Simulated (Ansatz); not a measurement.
`[F][Ge]([F])([F])[Cl]` + HBr → `[F][Ge]([F])([F])[Br]` + HCl  (ligand exchange at a Ge–Cl bond)

Calculated with Ansatz (gas phase, PBE0-D4/def2-TZVP geometries, no zero-point term in ΔE). CBS: MP2 limit from def2 TZ/QZ plus the TZ coupled-cluster correction, frozen cores. This one scheme is used for every species. Functionals use def2-TZVPP. B3LYP here is the variant with VWN-RPA as its local correlation; programs differ in this. HSE06 is defined as in plane-wave codes. For Br, Ge outer-core shells are correlated without core-valence functions, which leaves a few kJ/mol of doubt a bond. Scalar relativity is left out up to krypton.

```csv
level,ΔE (kcal/mol),difference from CCSD(T)/CBS
PBE-D4,-2.1,-0.2
revPBE-D4,-2.0,-0.1
BLYP-D4,-2.0,-0.1
B97M-V,-0.9,1.0
PBE0-D4,-1.9,0.0
B3LYP-D4,-1.9,0.0
r2SCANh-D4,-1.6,0.3
r2SCAN0-D4,-1.6,0.3
HSE06-D4,-1.9,0.0
BHLYP-D4,-1.8,0.1
CAM-B3LYP-D4,-1.4,0.5
ωB97X-V,-1.4,0.5
ωB97M-V,-1.5,0.4
B2PLYP,-1.5,0.4
PBE-QIDH,-1.7,0.2
PBE,-1.9,0.0
revPBE,-1.9,0.0
r2SCAN,-1.6,0.3
PBE0,-1.8,0.1
B3LYP,-1.6,0.3
r2SCANh,-1.6,0.3
r2SCAN0,-1.6,0.3
HSE06,-1.8,0.1
CAM-B3LYP,-1.2,0.7
LC-ωPBE,-1.4,0.5
RPA@PBE/def2-TZVPP,-1.4,0.5
HF/def2-SVP,0.0,1.9
MP2/def2-SVP,-0.3,1.6
CCSD/def2-SVP,0.0,1.9
CCSD(T)/def2-SVP,0.0,1.9
HF/def2-TZVPP,-0.9,1.0
MP2/def2-TZVPP,-1.7,0.2
SCS-MP2/def2-TZVPP,-1.5,0.4
CCSD(T)/def2-TZVPP,-1.5,0.4
HF/def2-QZVPP,-0.8,1.1
MP2/def2-QZVPP,-1.9,0.0
SCS-MP2/def2-QZVPP,-1.6,0.3
HF/CBS(def2),-0.8,1.1
MP2/CBS(def2),-2.1,-0.2
CCSD/CBS(def2),-1.8,0.1
CCSD(T)/CBS,-1.9,0
```

Largest T1 diagnostic among the species: 0.012.

At CCSD(T), def2-SVP lies +1.9 kcal/mol from the extrapolated value and def2-TZVPP +0.4 kcal/mol. Leaving LDA and LC-ωPBE aside and taking each functional with its dispersion term where it has one, the values spread over 1.2 kcal/mol, from PBE-D4 to B97M-V.
